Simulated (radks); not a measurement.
The ruthenium ion Ru3+, [Kr] 4d5. Calculated with a radial shooting solver on a logarithmic mesh with Libxc functionals: non-relativistic Kohn-Sham, exchange-only PBE, spin-polarised, spherical densities, point nucleus. Every spin shell is full or empty, so the densities are truly spherical. Functionals are evaluated on that one density, not self-consistently. Rank these orbital-free kinetic functionals by their error against the exact value of the orbitals, and give that value: Thomas-Fermi, TF + vW, TF + vW/9, LC94, APBEK, revAPBEK, Perdew 92, Thakkar, Pearson, PG1, DePristo-Kress, Ernzerhof.

Answer. Exact: 4439.15 hartree. From best to worst, with 100 (|E| - |E exact|)/|E exact| (equal figures are ties): DePristo-Kress -0.06, LC94 +0.08, APBEK +0.14, revAPBEK +0.34, Ernzerhof -0.37, Thakkar -0.51, Perdew 92 -0.66, TF + vW/9 -0.67, Pearson -0.95, Thomas-Fermi -5.49, PG1 +15.92, TF + vW +37.91.
